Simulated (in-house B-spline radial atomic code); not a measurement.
Excitations of Ca IX (Ca8+) by several methods

Full response, energies in eV; labels give the largest channel, * marks a mixed state, a dash one above the method's threshold, and an imaginary frequency an unstable closed-shell reference. Computed with an all-electron radial atomic-structure program (B-spline basis): linear response of the closed shell [Ne] 3s2 with each method's own kernel (bare exchange for TDHF, static screening on G0W0 levels for BSE, the adiabatic kernel for functionals); scalar-relativistic (spin-free one-electron X2C), finite nucleus, no spin-orbit coupling, no double excitations, S, P, D and F terms only.

```json
{"method": "TDHF", "3s → 3p 3P": "15.457", "3s → 3p 1P": "26.239", "3s → 3d 3D": "49.53", "α (bohr³)": "1.19"}
{"method": "BSE on G0W0@HF", "3s → 3p 3P": "17.245", "3s → 3p 1P": "27.014", "3s → 3d 3D": "52.44", "α (bohr³)": "1.091"}
{"method": "LDA VWN5", "3s → 3p 3P": "17.937", "3s → 3p 1P": "26.792", "3s → 3d 3D": "48.87", "α (bohr³)": "1.098"}
{"method": "PBE", "3s → 3p 3P": "17.329", "3s → 3p 1P": "26.648", "3s → 3d 3D": "47.99", "α (bohr³)": "1.123"}
{"method": "PBE0", "3s → 3p 3P": "?", "3s → 3p 1P": "?", "3s → 3d 3D": "?", "α (bohr³)": "?"}
{"method": "B3LYP (VWN-RPA)", "3s → 3p 3P": "16.916", "3s → 3p 1P": "26.702", "3s → 3d 3D": "48.23", "α (bohr³)": "1.12"}
{"method": "CAM-B3LYP", "3s → 3p 3P": "16.952", "3s → 3p 1P": "26.743", "3s → 3d 3D": "48.42", "α (bohr³)": "1.117"}
{"method": "LC-wPBE", "3s → 3p 3P": "17.256", "3s → 3p 1P": "26.620", "3s → 3d 3D": "48.25", "α (bohr³)": "1.125"}
{"method": "wB97X", "3s → 3p 3P": "17.681", "3s → 3p 1P": "26.739", "3s → 3d 3D": "48.96", "α (bohr³)": "1.12"}
{"method": "HSE06", "3s → 3p 3P": "17.258", "3s → 3p 1P": "26.658", "3s → 3d 3D": "48.56", "α (bohr³)": "1.13"}
{"method": "BHandHLYP", "3s → 3p 3P": "16.364", "3s → 3p 1P": "26.549", "3s → 3d 3D": "48.68", "α (bohr³)": "1.144"}
{"method": "BLYP", "3s → 3p 3P": "16.948", "3s → 3p 1P": "26.830", "3s → 3d 3D": "47.61", "α (bohr³)": "1.104"}
{"method": "PBEsol", "3s → 3p 3P": "17.232", "3s → 3p 1P": "26.573", "3s → 3d 3D": "48.05", "α (bohr³)": "1.125"}
{"method": "BP86", "3s → 3p 3P": "17.359", "3s → 3p 1P": "26.647", "3s → 3d 3D": "48.00", "α (bohr³)": "1.122"}
{"method": "LDA exchange-only", "3s → 3p 3P": "16.983", "3s → 3p 1P": "26.892", "3s → 3d 3D": "48.09", "α (bohr³)": "1.093"}
{"method": "B97-1", "3s → 3p 3P": "17.152", "3s → 3p 1P": "26.401", "3s → 3d 3D": "48.68", "α (bohr³)": "1.149"}
{"method": "RPBE", "3s → 3p 3P": "?", "3s → 3p 1P": "?", "3s → 3d 3D": "?", "α (bohr³)": "?"}
{"method": "OLYP", "3s → 3p 3P": "15.272", "3s → 3p 1P": "25.886", "3s → 3d 3D": "46.59", "α (bohr³)": "1.189"}
```

Q: What does PBE0 give?

A: 3s → 3p 3P: 17.012; 3s → 3p 1P: 26.488; 3s → 3d 3D: 48.49; α: 1.144 (eV, bohr³).

Q: What does RPBE give?

A: 3s → 3p 3P: 16.896; 3s → 3p 1P: 26.396; 3s → 3d 3D: 47.59; α: 1.147 (eV, bohr³).
